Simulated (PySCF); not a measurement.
Ligand exchange on a metal centre used in film growth or etching (Ti F-H). Gas-phase values, no solvent.

Method: PySCF with B3LYP-D3(BJ)/def2-TZVP // BP86-D3(BJ)/def2-SVP. B3LYP has the VWN-RPA correlation part, as in Gaussian. 

```
species                                charge on the central atom (Mulliken) (e)  HOMO (eV)  coordination number
-------------------------------------  -----------------------------------------  ---------  -------------------
0 of 4 F replaced by H ([Ti(F)4])                                           1.67     -12.23                    4
1 of 4 F replaced by H                                                      1.37      -9.53                    4
2 of 4 F replaced by H ([Ti(F)2(H)2])                                       1.10      -9.08                    4
3 of 4 F replaced by H                                                      0.85      -8.82                    4
4 of 4 F replaced by H ([Ti(H)4])                                           0.61      -8.63                    4
```
